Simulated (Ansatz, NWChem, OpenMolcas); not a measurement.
**Errors in the dipole moment**

10 molecules; the dipole moment in D, computed less measured. Shapes, held fixed at every level: PBE0-D4/def2-TZVP. No vibrational averaging. Dipoles are compared by magnitude; molecules under 1 D, whose direction can flip, are left out. Programs: Ansatz 0.2.0, NWChem 7.3.0, OpenMolcas 26.06. A level may come from different programs for different species; with the same settings they agree closely. Measured values: NIST CCCBDB.

Levels: A = B3LYP/6-31G* (Cartesian functions); B = B3LYP-D4/def2-TZVPP; C = wB97M-V/def2-TZVPP.

```tsv
molecule	measured	A	B	C
BrF (bromine fluoride)	1.42	-0.09	-0.02	+0.02
CH2Br2 (dibromomethane)	1.43	+0.20	+0.06	+0.07
CH2N2 (cyanamide)	4.32	+0.21	+0.32	+0.30
CH3Cl (chloromethane)	1.87	+0.14	+0.01	+0.01
SCl2O2 (sulfuryl chloride)	1.81	-0.33	+0.05	+0.14
C2H2F2 (vinylidene fluoride)	1.38	-0.43	-0.21	-0.24
C2H3F (SMILES C=CF)	1.43	-0.23	-0.09	-0.09
CH4O (SMILES CO)	1.70	-0.03	-0.06	-0.06
C2H6S (dimethyl sulfide)	1.50	+0.20	+0.02	+0.01
C2H7N (dimethylamine)	1.03	-0.04	-0.10	-0.07
```

Which level does best on this set, which worst, and which err to one side?


```json
{"level": "B3LYP/6-31G* (Cartesian functions)", "kind": "global hybrid", "mean error": "-0.040", "mean absolute error": "0.190", "worst case": "C2H2F2"}
{"level": "B3LYP-D4/def2-TZVPP", "kind": "global hybrid", "mean error": "-0.002", "mean absolute error": "0.094", "worst case": "CH2N2"}
{"level": "wB97M-V/def2-TZVPP", "kind": "range-separated hybrid", "mean error": "+0.009", "mean absolute error": "0.101", "worst case": "CH2N2"}
```

On this set B3LYP-D4/def2-TZVPP has the smallest mean absolute error and B3LYP/6-31G* (Cartesian functions) the largest. No level errs clearly to one side. The smallest two are near a tie. Relativity is left out for Br. The set is small.
